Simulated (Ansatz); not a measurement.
`C#[C][Ge]([Cl])([Cl])[Cl]` + HCl → `[Cl][Ge]([Cl])([Cl])[Cl]` + `C#C`  (ligand exchange at a Ge–C bond)

Calculated with Ansatz (gas phase, PBE0-D4/def2-TZVP geometries, no zero-point term in ΔE). CCSD(T)/CBS is the MP2 limit (def2-TZVPP, def2-QZVPP) plus CCSD(T) − MP2 in def2-TZVPP, frozen cores. This one scheme is used for every species. Functionals use def2-TZVPP. For Ge outer-core shells are correlated without core-valence functions, which leaves a few kJ/mol of doubt a bond. Scalar relativity is left out up to krypton.

```tsv
species	r2SCAN-D4 energy (Eh)
`C#[C][Ge]([Cl])([Cl])[Cl]`	-3534.41568
HCl	-460.78592
`[Cl][Ge]([Cl])([Cl])[Cl]`	-3917.91506
`C#C`	-77.30741
```

(1) Work out ΔE.

Largest T1 diagnostic among the species: 0.013.

## Answers

(1) ΔE = (-3917.91506) + (-77.30741) − (-3534.41568) − (-460.78592) = -0.02087 Eh = -0.57 eV. CCSD(T)/CBS gives -0.51 eV.

Leaving LDA and LC-ωPBE aside and taking each functional with its dispersion term where it has one, the values, not all of them listed here, spread over 0.07 eV, from BHLYP-D4 to PBE-QIDH. In def2-TZVPP, CCSD(T) changes the Hartree–Fock value by +0.14 eV (the triples alone add +0.01 eV) and MP2 by +0.14 eV.
